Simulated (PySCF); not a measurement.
A GIAO shielding run with PySCF (density fitting, non-relativistic, gas phase) on `InChI=1S/C5H14SSi2/c1-5(2)7-6-8(3)4/h8H,1,7H2,2-4H3`:

```
$ OMP_NUM_THREADS=1 python probes_run.py task.json out

{"job": {"kind": "nmr", "xc": "PBE0", "basis": "pcSseg-1"}, "charge": 0, "multiplicity": 1}
C      2.985021     0.951177    -1.188306
C      2.598287     0.160091    -0.196834
C      3.576123    -0.420686     0.778804
Si     0.805167    -0.322667     0.093901
S     -0.395888     0.558053    -1.447820
Si    -2.437833     0.212349    -0.808054
C     -2.903374     1.445300     0.559016
C     -2.660383    -1.566334    -0.182597
H      2.277674     1.365016    -1.887128
H      4.021403     1.215323    -1.341172
H      4.593590    -0.105883     0.555520
H      3.325974    -0.109766     1.792316
H      3.531317    -1.508634     0.750872
H      0.640149    -1.777228     0.036693
H      0.336555     0.159879     1.397030
H     -3.175620     0.459083    -2.044669
H     -2.266829     1.332592     1.433059
H     -2.802471     2.468750     0.210590
H     -3.931407     1.302612     0.877613
H     -2.268572    -2.287957    -0.893014
H     -2.147578    -1.721717     0.763280
H     -3.711715    -1.789965    -0.030673
```

Hardware: 1 thread of an Arm Neoverse V1, shared host. The job also computes population analyses, field gradients.

**Question.** How large is the calculation?

**Answer.** 88 electrons, 227 basis functions and 1246 auxiliary functions.

**Question.** How long does it take, and how much memory does it need?

**Answer.** 58 s of wall time, with 13 SCF cycles and 4 response iterations; peak memory 1 GiB. Times on a shared host scatter by some tens of per cent.
